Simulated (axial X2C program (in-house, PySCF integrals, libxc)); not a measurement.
**What spin–orbit coupling does to WP⁺**

Calculated with an in-house relativistic program for diatomic molecules. Spin-free means the one-electron spin-free X2C Hamiltonian; two-component (2c) means X2C with spin–orbit coupling and atomic mean-field two-electron Coulomb and Gaunt terms, so the difference of the two also holds small scalar two-electron terms. Basis: W dyall-cv3z [13s14p9d7f4g], P dyall-v3z [8s7p2d1f] (cores contracted in-house); Gaussian nuclei, density fitting, unrestricted open shells. Masses: W 183.951 u, P 30.974 u.

Spin-free state: M_S = 1, Λ = 2 (beyond evenly filled blocks: σα, δ+α); fragments W+ + P.

| level | Re (Å) | ωe (cm⁻¹) | De (eV) | μ (D) |
| --- | --- | --- | --- | --- |
| PBE0 | 2.086 | 533.1 | 3.575 | -1.12 |

Dipoles are positive if P is the positive end and refer to the centre of mass.

Two-component determinant lowest at the distance of the search:

Ω = 1 (⟨Sz⟩ = -0.98, ⟨Lz⟩ = 1.98 at PBE0); fragments W+ + P.

| level | Re (Å) | ωe (cm⁻¹) | μ (D) |
| --- | --- | --- | --- |
| PBE0 | 2.091 | 521.4 | -1.14 |

Task: From the two tables, how do the constants change at the PBE0 level (2c against spin-free)?

Result: At the PBE0 level Re goes up by 0.005 Å and ωe goes down by 11.7 cm⁻¹.

The state is a single determinant with fixed occupations, the lowest that a limited PBE0 search found. De is counted from the lowest determinant-based energies of the atoms at the same level, without counterpoise correction. De is not given where an atomic determinant may have missed its ground term or J level, or where the truncated virtual space spoils (T). Density functionals use the spin component along the axis (collinear). PBE0 can misorder states that lie within some tenths of an eV, so this need not be the ground state of the molecule. The nearest other spin-free determinant of the search, M_S = 1, Λ = 0, lies 0.24 eV up at the distance of the search. The functionals have no current-density term, which raises determinants with orbital currents, atoms included. With several unpaired electrons one determinant need not be a pure state. The determinant is spin-polarised beyond a pure state at some levels (its spin-free form has ⟨S²⟩ too high), which makes Re and μ there less reliable.
